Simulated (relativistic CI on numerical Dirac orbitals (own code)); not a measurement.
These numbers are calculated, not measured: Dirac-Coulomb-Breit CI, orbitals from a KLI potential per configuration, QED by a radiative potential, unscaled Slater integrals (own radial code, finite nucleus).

Configuration list (outside the closed core 1s2): 2s2 2p5, 2s 2p6, 2s2 2p4 3s, 2p6 3s, 2s2 2p4 3p, 2p6 3p, 2p6 3d, 2s2 2p4 3d, 2s 2p5 3s, 2s 2p5 3p, 2s 2p5 3d, 2s2 2p4 4s, 2s2 2p4 4p, 2s2 2p4 4d, 2s2 2p4 4f, 2s2 2p4 5s, 2s2 2p3 3s2, 2s2 2p4 5p, 2s2 2p4 5d, 2s2 2p4 5f, 2s2 2p4 5g, 2s 2p5 4s, 2s2 2p3 3s 3p, 2s 2p5 4p, 2s 2p5 4d, 2s2 2p3 3p2, 2s 2p5 4f, 2s2 2p3 3s 3d, 2s2 2p3 3p 3d, 2s 2p4 3s2, 2s2 2p3 3d2, 2s 2p4 3s 3p, 2s 2p5 5s, 2s 2p5 5p, 2s 2p5 5d, 2s 2p5 5f. Levels of other configurations are missing.

At this charge energies of transitions that change n are usually good to better than 1 %, and those within a shell (Δn = 0) to a few per cent.

Outline of the computed level scheme of Sc XIII. Lowest level of each configuration: 2s2 2p5 2P°_3/2 at 0.000 eV; 2s 2p6 2S_1/2 at 96.616 eV; 2s2 2p4 3s 4P_5/2 at 434.948 eV; 2s2 2p4 3p 4P°_5/2 at 456.412 eV; 2s2 2p4 3d 4D_7/2 at 486.206 eV.

Some strong electric-dipole decays among the lowest 45 levels: 2s2 2p4 3s 2P_3/2 → 2s2 2p5 2P°_3/2 (5.9e+11 s⁻¹); 2s2 2p4 3s 2P_1/2 → 2s2 2p5 2P°_1/2 (5.5e+11 s⁻¹); 2s2 2p4 3s 2P_1/2 → 2s2 2p5 2P°_3/2 (4.2e+11 s⁻¹); 2s2 2p4 3s 2D_3/2 → 2s2 2p5 2P°_1/2 (4.0e+11 s⁻¹); 2s2 2p4 3d 4P_3/2 → 2s2 2p5 2P°_3/2 (3.8e+11 s⁻¹); 2s2 2p4 3s 2D_5/2 → 2s2 2p5 2P°_3/2 (3.8e+11 s⁻¹); 2s2 2p4 3d 4F_5/2 → 2s2 2p5 2P°_3/2 (3.7e+11 s⁻¹); 2s2 2p4 3s 4P_3/2 → 2s2 2p5 2P°_3/2 (2.9e+11 s⁻¹).

LS names give the leading component of a level, which can be under half, so a name can repeat, a term be missing and a line seem to break the LS rules.
